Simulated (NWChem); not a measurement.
Species: GeH$_{4}$Se; SMILES [SeH][GeH3]

```xyz
6

Ge    -0.0102     1.1592     0.0000
Se    -0.0295    -1.1989     0.0000
H      0.7054     1.6975    -1.2512
H     -1.4923     1.5625    -0.0163
H      0.6774     1.6997     1.2659
H      1.4389    -1.2923     0.0005
```
Atoms are numbered in this order, from 1.

Program: NWChem. All runs use the structure optimised with PBE0/def2-SVP.

Order these runs by computing time, cheapest first, and give rough ratios: Hartree-Fock/def2-QZVP; Hartree-Fock/def2-TZVP; Hartree-Fock/def2-SVP.

Hartree-Fock/def2-SVP (1), Hartree-Fock/def2-TZVP (4), Hartree-Fock/def2-QZVP (30). Ratios are rough, from one shared machine; the cheapest took about 12 core-seconds (a rough figure). What differs between the cheapest and the dearest: highest occupied level (eV) -9.50 → -9.56; orbital gap (eV) 12.84 → 11.81; dipole (D) 1.36 → 1.31.
